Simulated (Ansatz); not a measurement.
C3H8GeO, SMILES `C[CH2][Ge][O]C`, 13 atoms. Total charge 0; spin multiplicity 1. Correlated methods include outer-core shells of Ge, which these sets cover unevenly. Scalar relativity is left out up to krypton. Hardware: A = 2 threads of an AMD EPYC 7R13 on a shared host; B = 2 threads of an AMD EPYC 7R13 on a shared host and a share of an NVIDIA H100 80 GB. Correlated methods freeze the cores. Open-shell runs search over several starts.

Q: Give the basis size and wall time and peak host memory of each of these runs in Ansatz. RKS ωB97M-V/def2-TZVPP energy and forces [B]; RKS CAM-B3LYP-D4/def2-TZVPP energy [B]; UKS ωB97M-V/def2-TZVPP energy of the cation [B]; RKS PBE0-D4/def2-TZVP relaxation (13 steps) [B]; RKS r2SCAN0-D4/def2-TZVPP energy [B]; UHF-CCSD(T)/def2-TZVPP energy of the cation [B]; RKS PBE0-D4/def2-SVP energy [A]; UKS B3LYP-D4/def2-TZVPP energy of the cation [B]; RHF-CCSD(T)/def2-TZVPP energy [B]; RKS SPW92 (LDA)/def2-TZVPP energy [B]; RKS ωB97M-V/def2-SVP energy [A]; RHF-CCSD(T)/def2-SVP energy [B]. (Estimate.)

A: Ansatz gave: Other jobs shared the machine, so times are rough.

| level | job | functions | wall time | peak host memory (GiB) |
| --- | --- | --- | --- | --- |
| RKS PBE0-D4/def2-SVP | energy [A] | 128 | 2 s | 0.37 |
| UKS B3LYP-D4/def2-TZVPP | energy of the cation [B] | 284 | 6.5 s | 0.88 |
| RKS SPW92 (LDA)/def2-TZVPP | energy [B] | 284 | 7 s | 0.81 |
| RHF-CCSD(T)/def2-SVP | energy [B] | 128 | 7.5 s | 0.78 |
| UKS ωB97M-V/def2-TZVPP | energy of the cation [B] | 284 | 7.5 s | 1.1 |
| RKS ωB97M-V/def2-SVP | energy [A] | 128 | 7.5 s | 0.48 |
| RKS CAM-B3LYP-D4/def2-TZVPP | energy [B] | 284 | 7.5 s | 0.84 |
| RKS r2SCAN0-D4/def2-TZVPP | energy [B] | 284 | 9.5 s | 0.86 |
| RKS ωB97M-V/def2-TZVPP | energy and forces [B] | 284 | 12 s | 0.93 |
| RHF-CCSD(T)/def2-TZVPP | energy [B] | 284 | 13 s | 0.85 |
| UHF-CCSD(T)/def2-TZVPP | energy of the cation [B] | 284 | 21 s | 0.89 |
| RKS PBE0-D4/def2-TZVP | relaxation (13 steps) [B] | 220 | 26 s | 0.88 |

B3LYP here is the variant with VWN-RPA as its local correlation; programs differ in this.
